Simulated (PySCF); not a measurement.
Ga(Cl)(Br)(OH) (BrClGaHO), SMILES [Ga]([OH])([Cl])[Br].

Geometry: PBE0-D3(BJ)/def2-SVP. The structure was generated by enumeration; whether it is a known compound was not checked. Other conformers were not sampled.

The numbers are results of PBE/def2-TZVP (PySCF), not measurements.

Symmetry labels are those of the subgroup Cs that the program uses (full group Cs).

Computed valence orbital energies around the gap with their symmetry:
```json
[
 {"orbital": "HOMO−7", "symmetry": "A'", "energy (eV)": "-10.97"},
 {"orbital": "HOMO−6", "symmetry": "A'", "energy (eV)": "-9.39"},
 {"orbital": "HOMO−5", "symmetry": "A'", "energy (eV)": "-8.74"},
 {"orbital": "HOMO−4", "symmetry": "A\"", "energy (eV)": "-8.59"},
 {"orbital": "HOMO−3", "symmetry": "A'", "energy (eV)": "-7.95"},
 {"orbital": "HOMO−2", "symmetry": "A\"", "energy (eV)": "-7.94"},
 {"orbital": "HOMO−1", "symmetry": "A\"", "energy (eV)": "-7.67"},
 {"orbital": "HOMO", "symmetry": "A'", "energy (eV)": "-7.55"},
 {"orbital": "LUMO", "symmetry": "A'", "energy (eV)": "-2.62"},
 {"orbital": "LUMO+1", "symmetry": "A\"", "energy (eV)": "-1.80"},
 {"orbital": "LUMO+2", "symmetry": "A'", "energy (eV)": "0.07"},
 {"orbital": "LUMO+3", "symmetry": "A'", "energy (eV)": "1.15"}
]
```
